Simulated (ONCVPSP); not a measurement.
**u(r) = r·R(r): atom against pseudo-atom (Hg (Z = 80))**

Columns: radius, all-electron u(r) and pseudo u(r) of the 5s shell (level -119.16 eV) of mercury in the configuration [Kr] 4d10 4f14 5s2 5p6 5d10 6s1.75 6p0.25; LDA (Perdew-Wang 92), scalar-relativistic, ONCV scheme, ONCVPSP 4.0.1.

```json
{"r (bohr)": "0.090", "all-electron": "0.1719", "pseudo": "0.1561"}
{"r (bohr)": "0.180", "all-electron": "0.2300", "pseudo": "0.3123"}
{"r (bohr)": "0.270", "all-electron": "-0.5791", "pseudo": "0.4684"}
{"r (bohr)": "0.360", "all-electron": "-0.6367", "pseudo": "0.6233"}
{"r (bohr)": "0.450", "all-electron": "-0.1332", "pseudo": "0.7722"}
{"r (bohr)": "0.540", "all-electron": "0.4648", "pseudo": "0.9063"}
{"r (bohr)": "0.630", "all-electron": "0.9204", "pseudo": "1.0142"}
{"r (bohr)": "0.720", "all-electron": "1.1784", "pseudo": "1.0857"}
{"r (bohr)": "0.810", "all-electron": "1.2665", "pseudo": "1.1154"}
{"r (bohr)": "0.900", "all-electron": "1.2370", "pseudo": "1.1033"}
{"r (bohr)": "0.990", "all-electron": "1.1371", "pseudo": "1.0522"}
{"r (bohr)": "1.080", "all-electron": "1.0033", "pseudo": "0.9662"}
{"r (bohr)": "1.170", "all-electron": "0.8599", "pseudo": "0.8517"}
{"r (bohr)": "1.260", "all-electron": "0.7214", "pseudo": "0.7211"}
{"r (bohr)": "1.350", "all-electron": "0.5956", "pseudo": "0.5954"}
{"r (bohr)": "1.440", "all-electron": "0.4857", "pseudo": "0.4855"}
{"r (bohr)": "1.530", "all-electron": "0.3922", "pseudo": "0.3921"}
{"r (bohr)": "1.620", "all-electron": "0.3143", "pseudo": "0.3142"}
{"r (bohr)": "1.710", "all-electron": "0.2503", "pseudo": "0.2502"}
{"r (bohr)": "1.800", "all-electron": "0.1984", "pseudo": "0.1983"}
{"r (bohr)": "1.890", "all-electron": "0.1566", "pseudo": "0.1565"}
{"r (bohr)": "1.980", "all-electron": "0.1231", "pseudo": "0.1231"}
{"r (bohr)": "2.070", "all-electron": "0.0966", "pseudo": "0.0965"}
{"r (bohr)": "2.160", "all-electron": "0.0756", "pseudo": "0.0755"}
{"r (bohr)": "2.250", "all-electron": "0.0590", "pseudo": "0.0590"}
{"r (bohr)": "2.340", "all-electron": "0.0460", "pseudo": "0.0460"}
```

(1) How many radial nodes do the two functions have?

(2) At about which radius was the pseudo-wave matched?

(3) Where does each function peak?

(4) Is the pseudo-wave norm-conserving?

Answers

(1) The all-electron 5s function has n − l − 1 = 4 (the table is too coarse to show those close to the nucleus); the pseudo-wave has 0, since the states of the same l below it are removed with the core.

(2) 1.28 bohr, where the columns begin to agree (steps of 0.09 bohr).

(3) Outermost all-electron maximum near 0.81 bohr, pseudo maximum near 0.81 bohr (to the table’s step).

(4) Yes: the ONCV scheme keeps the norm inside the radius equal to the all-electron one, which fixes the energy derivative of the logarithmic derivative at the level.
